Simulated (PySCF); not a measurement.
C₆H₅F₅.
Geometry (PBE0-D3(BJ)/def2-SVP, Å), atoms numbered from 1 in this order:
```
atom  x, y, z in Å
C1     1.4526    1.7504   -0.1121
C2     1.3153    0.6448    0.6307
C3     0.4663   -0.5247    0.3941
C4     0.4634   -1.5626    1.2457
C5    -0.4633   -0.5938   -0.7975
F6     0.1032   -0.0760   -1.9063
F7    -0.7928   -1.8724   -1.0734
C8    -1.8070    0.1428   -0.5887
F9    -2.4584   -0.3912    0.4370
F10   -2.5598    0.0333   -1.6740
F11   -1.6104    1.4326   -0.3413
H12    0.9019    1.9153   -1.0382
H13    2.1374    2.5386    0.2087
H14    1.9069    0.5633    1.5492
H15   -0.1639   -2.4389    1.0788
H16    1.1023   -1.5517    2.1319
```

Method: PBE0-D3(BJ)/def2-SVP geometry optimisation, gas phase in PySCF 2.14.0.

Masses are those of the commonest isotopes; rigid-rotor values at the optimised geometry. The values belong to one conformer with, in the numbering `[CH2:1]=[CH:2][C:3](=[CH2:4])[C:5]([F:6])([F:7])[C:8]([F:9])([F:10])[F:11]`, C1–C2–C3–C4 179°, C2–C3–C5–F6 40°.

(1) What are A, B and C (MHz)?

(2) Classify the top.

(3) What does the inertial defect say?

(4) Which types of transition are allowed, and where do some lines up to J = 5 fall?

Answers

(1) Ia = 338.26, Ib = 491.36, Ic = 561.96 u·Å²; 505379 MHz·u·Å²/I gives A = 1494, B = 1029, C = 899.3 MHz.

(2) An asymmetric top: κ = (2 × 1029 − 1494 − 899.3)/(1494 − 899.3) ≈ -0.57.

(3) Not planar: Δ = Ic − Ia − Ib = -267.66 u·Å². For a rigid frame Δ = −2 Σ m c², so Σ m c² = 133.83 u·Å² lies off the ab plane: 3.85 from hydrogen and 129.98 from heavier atoms. The atom farthest from that plane is 1.63 Å away.

(4) The dipole components are |μa| = 1.86 D, |μb| = 0.43 D, |μc| = 1.01 D. Intensities carry the squares of the components, which stand as 1.00 : 0.05 : 0.29 (a : b : c). Some lines, for components of 0.1 D or more:

```json
{"type": "b", "branch": "Q", "J(Ka,Kc)": "4(2,2) ← 4(1,3)", "MHz": "1308", "lower level (cm⁻¹)": "0.680"}
{"type": "c", "branch": "Q", "J(Ka,Kc)": "2(2,1) ← 2(1,1)", "MHz": "1397", "lower level (cm⁻¹)": "0.217"}
{"type": "b", "branch": "Q", "J(Ka,Kc)": "5(1,4) ← 5(0,5)", "MHz": "1942", "lower level (cm⁻¹)": "0.943"}
{"type": "c", "branch": "Q", "J(Ka,Kc)": "5(3,3) ← 5(2,3)", "MHz": "2187", "lower level (cm⁻¹)": "1.054"}
{"type": "c", "branch": "Q", "J(Ka,Kc)": "3(3,1) ← 3(2,1)", "MHz": "2552", "lower level (cm⁻¹)": "0.460"}
{"type": "b", "branch": "Q", "J(Ka,Kc)": "4(3,2) ← 4(2,3)", "MHz": "2722", "lower level (cm⁻¹)": "0.713"}
{"type": "b", "branch": "Q", "J(Ka,Kc)": "5(3,3) ← 5(2,4)", "MHz": "2830", "lower level (cm⁻¹)": "1.033"}
{"type": "b", "branch": "R", "J(Ka,Kc)": "2(0,2) ← 1(1,1)", "MHz": "3367", "lower level (cm⁻¹)": "0.080"}
{"type": "a", "branch": "R", "J(Ka,Kc)": "2(1,2) ← 1(1,1)", "MHz": "3726", "lower level (cm⁻¹)": "0.080"}
{"type": "a", "branch": "R", "J(Ka,Kc)": "2(0,2) ← 1(0,1)", "MHz": "3832", "lower level (cm⁻¹)": "0.064"}
{"type": "a", "branch": "R", "J(Ka,Kc)": "2(1,1) ← 1(1,0)", "MHz": "3985", "lower level (cm⁻¹)": "0.084"}
{"type": "b", "branch": "Q", "J(Ka,Kc)": "5(5,0) ← 5(4,1)", "MHz": "4721", "lower level (cm⁻¹)": "1.250"}
{"type": "a", "branch": "R", "J(Ka,Kc)": "3(0,3) ← 2(0,2)", "MHz": "5695", "lower level (cm⁻¹)": "0.192"}
{"type": "b", "branch": "R", "J(Ka,Kc)": "3(1,3) ← 2(0,2)", "MHz": "5936", "lower level (cm⁻¹)": "0.192"}
{"type": "b", "branch": "R", "J(Ka,Kc)": "5(3,2) ← 4(4,1)", "MHz": "6090", "lower level (cm⁻¹)": "0.927"}
{"type": "b", "branch": "R", "J(Ka,Kc)": "4(2,3) ← 3(1,2)", "MHz": "8912", "lower level (cm⁻¹)": "0.416"}
{"type": "c", "branch": "R", "J(Ka,Kc)": "4(2,2) ← 3(1,2)", "MHz": "9222", "lower level (cm⁻¹)": "0.416"}
{"type": "a", "branch": "R", "J(Ka,Kc)": "5(0,5) ← 4(0,4)", "MHz": "9305", "lower level (cm⁻¹)": "0.633"}
{"type": "a", "branch": "R", "J(Ka,Kc)": "5(3,3) ← 4(3,2)", "MHz": "9695", "lower level (cm⁻¹)": "0.804"}
{"type": "b", "branch": "R", "J(Ka,Kc)": "4(2,2) ← 3(1,3)", "MHz": "9995", "lower level (cm⁻¹)": "0.390"}
{"type": "c", "branch": "R", "J(Ka,Kc)": "4(3,2) ← 3(2,2)", "MHz": "10415", "lower level (cm⁻¹)": "0.457"}
{"type": "b", "branch": "R", "J(Ka,Kc)": "5(2,4) ← 4(1,3)", "MHz": "10585", "lower level (cm⁻¹)": "0.680"}
{"type": "c", "branch": "R", "J(Ka,Kc)": "5(1,4) ← 4(0,4)", "MHz": "11246", "lower level (cm⁻¹)": "0.633"}
{"type": "b", "branch": "R", "J(Ka,Kc)": "4(4,1) ← 3(3,0)", "MHz": "11425", "lower level (cm⁻¹)": "0.546"}
{"type": "c", "branch": "R", "J(Ka,Kc)": "5(3,2) ← 4(2,2)", "MHz": "12178", "lower level (cm⁻¹)": "0.724"}
{"type": "c", "branch": "R", "J(Ka,Kc)": "5(4,2) ← 4(3,2)", "MHz": "13367", "lower level (cm⁻¹)": "0.804"}
{"type": "c", "branch": "R", "J(Ka,Kc)": "5(5,1) ← 4(4,1)", "MHz": "14414", "lower level (cm⁻¹)": "0.927"}
```

No PBE0-D3(BJ)/def2-SVP frequencies stand behind this structure, so it isn't proved a minimum. These are rigid-rotor constants of the computed structure; measured ground-state constants (B0) also hold zero-point vibration.

Rough CPU time on one thread of a shared machine: about 4 min. That covers the optimisation of the geometry.
